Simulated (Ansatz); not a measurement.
Born–Oppenheimer molecular dynamics of BClFH$_{3}$O (7 atoms, charge 0, multiplicity 1). It starts at the highest image of a converged band, a first-order saddle point between two minima.

Computed with Ansatz 0.2.0, RKS PBE-D4/def2-SVP.

```
ensemble                      : NVE (velocity Verlet)
time step                     : 0.5 fs
steps asked                   : 200
starting velocities drawn for : 300 K
seed                          : 6860
```

First frame:

```xyz
7
Properties=species:S:1:pos:R:3
B -0.011 -0.296 -0.082
F -0.126 0.061 1.569
H 1.043 0.163 -0.449
Cl -1.526 0.205 -0.906
O 0.008 -1.732 0.324
H -0.844 -2.148 0.079
H -0.105 -1.040 1.448
```

How far do the bonds stretch over the last three quarters of this one trajectory? (Pairs bonded in most of those frames.)


```csv
bond,mean (Å),spread (Å),shortest,longest
B1–F2,1.362,0.083,1.25,1.58
B1–H3,1.211,0.017,1.17,1.25
B1–Cl4,1.817,0.049,1.73,1.89
O5–H6,0.980,0.011,0.95,1.00
O5–H7,0.988,0.037,0.93,1.08
```

Mean temperature of the second half: 711 K. The conserved energy stayed within 0.17 meV per atom of its start (net change 0.00057 meV per atom), so the integration is sound. The kinetic energy rose, since the run started high on the potential surface and went downhill. It ends in pieces (BClFH + H2O), so much of that is their flight and rotation, not heat. A run of 0.1 ps of so small a system gives no equilibrium averages. The orbitals stay closed-shell, which can raise the energy where a bond breaks towards radicals; this wasn't checked here.

Time of the run: 2.9 min on 1 thread of Intel(R) Xeon(R) 6975P-C (Granite Rapids), on a shared host, peak memory 0.17 GiB.
